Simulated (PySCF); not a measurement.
PySCF input file for C2H4N2OSi, SMILES N#C/N=C/O[SiH3], TDDFT-PBE/def2-SVPD. Geometry: B3LYP-D3(BJ)/def2-SVP. The structure was generated by enumeration; whether it is a known compound was not checked. The values are those of a single conformer.

```python
import numpy as np
from pyscf import gto, scf, dft, tdscf

mol = gto.M(
    atom='''
    N    -0.37350367   -3.33822728   -0.00000000
    C    -0.23996681   -2.18093201    0.00000000
    N    -0.19338532   -0.84970226    0.00000000
    C     0.91988283   -0.21184554    0.00000000
    O     0.94995964    1.10118142    0.00000000
    Si   -0.50648138    2.04372103    0.00000000
    H     1.91559690   -0.68374304    0.00000000
    H    -1.27596336    1.75225613   -1.23270124
    H    -1.27596337    1.75225613    1.23270123
    H     0.01611878    3.42985708    0.00000000
    ''',
    basis='def2-SVPD',
    charge=0,
    spin=0,
    symmetry=True,
    max_memory=1600,
    verbose=4,
)
mf = dft.RKS(mol, xc='pbe').density_fit(auxbasis='def2-universal-jkfit')
mf.grids.level = 3
mf.conv_tol = 1e-9
mf.max_cycle = 100
mf.kernel()
mf.grids = dft.Grids(mol).set(level=1).build(with_non0tab=True)  # coarser grid for the response kernel
td = tdscf.TDDFT(mf)
td.singlet = True
td.nstates = 10
td.conv_tol = 1e-4
td.positive_eig_threshold = 1e-6
td.kernel(x0=td.get_init_guess(mf, 15))
td.analyze()
tt = tdscf.TDA(mf)
tt.singlet = False
tt.nstates = 4
tt.conv_tol = 1e-4
tt.positive_eig_threshold = 1e-6
tt.kernel(x0=tt.get_init_guess(mf, 9))
tt.analyze(verbose=3)
```

Log of the run:

```
PySCF version 2.14.0

[INPUT] verbose = 4
[INPUT] num. atoms = 10
[INPUT] num. electrons = 52
[INPUT] charge = 0
[INPUT] spin (= nelec alpha-beta = 2S) = 0
[INPUT] symmetry True subgroup None
[INPUT] Mole.unit = angstrom
[INPUT] Symbol           X                Y                Z      unit          X                Y                Z       unit  Magmom
[INPUT]  1 N     -0.373503670000  -3.338227280000   0.000000000000 AA   -0.705819642820  -6.308335300752   0.000000000000 Bohr   0.0
[INPUT]  2 C     -0.239966810000  -2.180932010000   0.000000000000 AA   -0.453471549886  -4.121364195197   0.000000000000 Bohr   0.0
[INPUT]  3 N     -0.193385320000  -0.849702260000   0.000000000000 AA   -0.365445291311  -1.605704558824   0.000000000000 Bohr   0.0
[INPUT]  4 C      0.919882830000  -0.211845540000   0.000000000000 AA    1.738326615390  -0.400330051311   0.000000000000 Bohr   0.0
[INPUT]  5 O      0.949959640000   1.101181420000   0.000000000000 AA    1.795163548990   2.080931297260   0.000000000000 Bohr   0.0
[INPUT]  6 Si    -0.506481380000   2.043721030000   0.000000000000 AA   -0.957111095392   3.862073021714   0.000000000000 Bohr   0.0
[INPUT]  7 H      1.915596900000  -0.683743040000   0.000000000000 AA    3.619953506066  -1.292087085178   0.000000000000 Bohr   0.0
[INPUT]  8 H     -1.275963360000   1.752256130000  -1.232701240000 AA   -2.411221295380   3.311284185790  -2.329467737012 Bohr   0.0
[INPUT]  9 H     -1.275963370000   1.752256130000   1.232701230000 AA   -2.411221314277   3.311284185790   2.329467718114 Bohr   0.0
[INPUT] 10 H      0.016118780000   3.429857080000   0.000000000000 AA    0.030460079662   6.481490527600   0.000000000000 Bohr   0.0

nuclear repulsion = 255.322124648439
point group symmetry = Cs
symmetry origin: [-2.18045324e-09  1.70803542e-17 -3.63408867e-10]
symmetry axis x: [1.00000000e+00 5.44797678e-10 2.02552628e-11]
symmetry axis y: [ 5.44797678e-10 -1.00000000e+00  8.96857063e-11]
symmetry axis z: [-2.02552628e-11  8.96857076e-11  1.00000000e+00]
num. orbitals of irrep A' = 109
num. orbitals of irrep A" = 50
number of shells = 67
number of NR pGTOs = 235
number of NR cGTOs = 159
basis = def2-SVPD
ecp = {}


[settings echo left out]
init E= -552.754065007038
HOMO (A') = -0.313493754179831  LUMO (A") = -0.112380900749662  gap/eV = 5.47256
cycle= 1 E= -551.983958009694  delta_E= 0.77  |g|= 0.78  |ddm|=  4.6
HOMO (A') = -0.167328155647279  LUMO (A") = -0.0974975276799075  gap/eV = 1.90019
cycle= 2 E= -551.166456781039  delta_E= 0.818  |g|= 2.04  |ddm|= 2.93
HOMO (A') = -0.240075644267741  LUMO (A") = -0.0834092881487738  gap/eV = 4.26311
cycle= 3 E= -552.072771948491  delta_E= -0.906  |g|= 0.418  |ddm|=  2.3
HOMO (A') = -0.260823758598706  LUMO (A") = -0.0987405331603597  gap/eV = 4.41051
cycle= 4 E= -552.109830333595  delta_E= -0.0371  |g|= 0.126  |ddm|= 0.522
HOMO (A') = -0.264703526600892  LUMO (A") = -0.103979980023878  gap/eV = 4.37351
cycle= 5 E= -552.11291695879  delta_E= -0.00309  |g|= 0.0389  |ddm|= 0.163
HOMO (A') = -0.260254301802097  LUMO (A") = -0.100329131433446  gap/eV = 4.35179
cycle= 6 E= -552.113234669526  delta_E= -0.000318  |g|= 0.0174  |ddm|= 0.0577
HOMO (A') = -0.26116807467869  LUMO (A") = -0.10018991884669  gap/eV = 4.38044
cycle= 7 E= -552.113288750512  delta_E= -5.41e-05  |g|= 0.00785  |ddm|= 0.0227
HOMO (A') = -0.260969701806203  LUMO (A") = -0.100567765890561  gap/eV = 4.36476
cycle= 8 E= -552.113302692191  delta_E= -1.39e-05  |g|= 0.00153  |ddm|= 0.00849
HOMO (A') = -0.261030106778227  LUMO (A") = -0.100492232150185  gap/eV = 4.36846
cycle= 9 E= -552.113303354237  delta_E= -6.62e-07  |g|= 0.000278  |ddm|= 0.00255
HOMO (A') = -0.261007178509674  LUMO (A") = -0.10048430486906  gap/eV = 4.36805
cycle= 10 E= -552.113303377128  delta_E= -2.29e-08  |g|= 3.55e-05  |ddm|= 0.000473
HOMO (A') = -0.261011919915423  LUMO (A") = -0.100488875491787  gap/eV = 4.36805
cycle= 11 E= -552.113303377486  delta_E= -3.57e-10  |g|= 1.8e-05  |ddm|= 9.63e-05
HOMO (A') = -0.261010217535149  LUMO (A") = -0.100487383584707  gap/eV = 4.36805
Extra cycle  E= -552.11330337714  delta_E= 3.45e-10  |g|= 4.49e-05  |ddm|= 6.22e-05
converged SCF energy = -552.11330337714
tot grids = 42080
Overwritten attributes  positive_eig_threshold  of <class 'pyscf.tdscf.rks.CasidaTDDFT'>


******** <class 'pyscf.tdscf.rks.CasidaTDDFT'> for <class 'pyscf.df.df_jk.DFSymAdaptedRKS'> ********
nstates = 10 singlet
deg_eia_thresh = 1.000e-03
wfnsym = None
conv_tol = 0.0001
eigh lindep = 1e-12
eigh level_shift = 0
eigh max_cycle = 100


Excitation energies (eV)
[4.49359506 5.40266425 5.82948438 5.8418713  5.89561244 6.27445175
 6.50145199 6.71748631 6.77883844 6.92827379]

** Singlet excitation energies and oscillator strengths **
Excited State   1:   A"      4.49360 eV    275.91 nm  f=0.0002
      26 -> 27        0.70646
Excited State   2:   A'      5.40266 eV    229.49 nm  f=0.1335
      19 -> 27        0.10597
      25 -> 27       -0.62268
      26 -> 28       -0.27768
      26 -> 30       -0.11298
Excited State   3:   A"      5.82948 eV    212.68 nm  f=0.0030
      24 -> 27       -0.70366
Excited State   4:   A"      5.84187 eV    212.23 nm  f=0.0001
      25 -> 28        0.70647
Excited State   5:   A'      5.89561 eV    210.30 nm  f=0.1365
      25 -> 27       -0.24092
      26 -> 28        0.64171
      26 -> 30       -0.12170
Excited State   6:   A"      6.27445 eV    197.60 nm  f=0.0009
      23 -> 27        0.70436
Excited State   7:   A'      6.50145 eV    190.70 nm  f=0.0267
      19 -> 27       -0.10209
      22 -> 27       -0.68655
Excited State   8:   A'      6.71749 eV    184.57 nm  f=0.0131
      26 -> 29        0.66611
      26 -> 30        0.22846
Excited State   9:   A"      6.77884 eV    182.90 nm  f=0.0006
      25 -> 29       -0.70354
Excited State  10:   A"      6.92827 eV    178.95 nm  f=0.0002
      21 -> 27       -0.55900
      25 -> 30       -0.42883

** Transition electric dipole moments (AU) **
state          X           Y           Z        Dip. S.      Osc.
  1        -0.0000      0.0000      0.0372      0.0014      0.0002
  2        -0.2779     -0.9652      0.0000      1.0089      0.1335
  3        -0.0000      0.0000     -0.1454      0.0212      0.0030
  4         0.0000     -0.0000     -0.0211      0.0004      0.0001
  5         0.0091     -0.9719     -0.0000      0.9448      0.1365
  6         0.0000     -0.0000     -0.0744      0.0055      0.0009
  7        -0.2497      0.3246      0.0000      0.1677      0.0267
  8         0.2817     -0.0064      0.0000      0.0794      0.0131
  9        -0.0000     -0.0000      0.0602      0.0036      0.0006
 10         0.0000     -0.0000      0.0362      0.0013      0.0002

** Transition velocity dipole moments (imaginary part, AU) **
state          X           Y           Z        Dip. S.      Osc.
  1         0.0000     -0.0000      0.0089      0.0001      0.0003
  2        -0.0537     -0.1889      0.0000      0.0386      0.1296
  3         0.0000     -0.0000     -0.0349      0.0012      0.0038
  4        -0.0000     -0.0000     -0.0010      0.0000      0.0000
  5         0.0033     -0.2096      0.0000      0.0440      0.1353
  6        -0.0000      0.0000     -0.0146      0.0002      0.0006
  7        -0.0605      0.0771     -0.0000      0.0096      0.0268
  8         0.0713     -0.0025     -0.0000      0.0051      0.0137
  9        -0.0000     -0.0000      0.0173      0.0003      0.0008
 10        -0.0000     -0.0000      0.0089      0.0001      0.0002

** Transition magnetic dipole moments (imaginary part, AU) **
state          X           Y           Z
  1        -0.2490     -0.7454      0.0000
  2        -0.0000      0.0000      0.4153
  3        -0.6350     -0.0229      0.0000
  4         0.0308     -0.2748     -0.0000
  5        -0.0000      0.0000      0.0795
  6        -0.0903      0.2584     -0.0000
  7         0.0000     -0.0000     -0.4493
  8        -0.0000      0.0000     -0.0751
  9        -0.2586     -0.0007     -0.0000
 10        -0.1806     -0.5558     -0.0000
Overwritten attributes  positive_eig_threshold  of <class 'pyscf.tdscf.rks.TDA'>


******** <class 'pyscf.tdscf.rks.TDA'> for <class 'pyscf.df.df_jk.DFSymAdaptedRKS'> ********
nstates = 4 triplet
deg_eia_thresh = 1.000e-03
wfnsym = None
conv_tol = 0.0001
eigh lindep = 1e-12
eigh level_shift = 0
eigh max_cycle = 100


Excitation energies (eV)
[3.88618067 4.15243182 5.43568314 5.6706237 ]

** Triplet excitation energies and oscillator strengths **
Excited State   1:   A'      3.88618 eV    319.04 nm  f=0.0000
Excited State   2:   A"      4.15243 eV    298.58 nm  f=0.0000
Excited State   3:   A"      5.43568 eV    228.09 nm  f=0.0000
Excited State   4:   A'      5.67062 eV    218.64 nm  f=0.0000
```

Self-consistency was reached.
